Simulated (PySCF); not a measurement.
trimethylboroxine (C3H9B3O3), singlet, geometry from GFN2-xTB. Base run: CAMB3LYP/STO-3G in PySCF.

Input for PySCF:
```python
from pyscf import gto, scf, dft

mol = gto.Mole()
mol.atom = '''
    C    -1.88395612   -2.27603110   -0.19044238
    B    -0.87190410   -1.05674841   -0.09615793
    O     0.47004841   -1.27270533    0.04483004
    B     1.35009723   -0.23070259    0.14235499
    C     2.90538755   -0.50419483    0.30298053
    O     0.86423434    1.04578587    0.09599612
    B    -0.47285194    1.29171753   -0.04663207
    C    -1.02286120    2.77925774   -0.11210905
    O    -1.32942531    0.23068972   -0.14120135
    H    -1.38725937   -3.18978592   -0.50066549
    H    -2.69630027   -2.06716824   -0.88002264
    H    -2.33445810   -2.46363513    0.78177321
    H     3.29289147   -1.03354151   -0.56390256
    H     3.10060956   -1.13590232    1.16551924
    H     3.46912033    0.41574807    0.41763267
    H    -1.89407176    2.90521266    0.52450806
    H    -0.26974731    3.50276142    0.18249627
    H    -1.33777140    3.02062529   -1.12473696
'''
mol.basis = 'sto-3g'
mol.verbose = 4
mol.build()

mf = dft.RKS(mol)
mf.xc = 'camb3lyp'
mf.kernel()
```

Variants of this job, named by their change:

```csv
change,E (Eh),HOMO (eV),HOMO-LUMO gap (eV),dipole (D),core-seconds (rough),outcome
base,-414.66576,-7.43,11.69,0.05,40,converged
functional = mn12l,-413.48563,-4.91,7.78,0.05,20,converged
functional = m062x,-414.90042,-7.72,11.70,0.05,20,converged
functional = bhandhlyp,-414.71187,-7.69,12.02,0.04,20,converged
functional = o3lyp,-414.84201,-5.16,7.59,0.05,10,converged
functional = wb97x_v,-,-,-,-,-,cut at the time limit
functional = b3lyp; dispersion = d4,-414.91499,-5.75,8.46,0.05,20,converged
"functional = pw91,pw91",-414.69998,-4.34,6.10,0.05,20,converged
functional = tpssh,-414.99524,-5.16,7.53,0.05,20,converged
functional = b3lyp5,-414.64721,-5.65,8.46,0.05,20,converged
functional = b3lyp,-414.89165,-5.75,8.46,0.05,20,converged
functional = lc_wpbe,-414.62321,-8.80,14.21,0.05,40,converged
functional = pw6b95,-415.43326,-6.30,9.19,0.05,20,converged
```

Totals shift with the method and basis; they matter in differences.
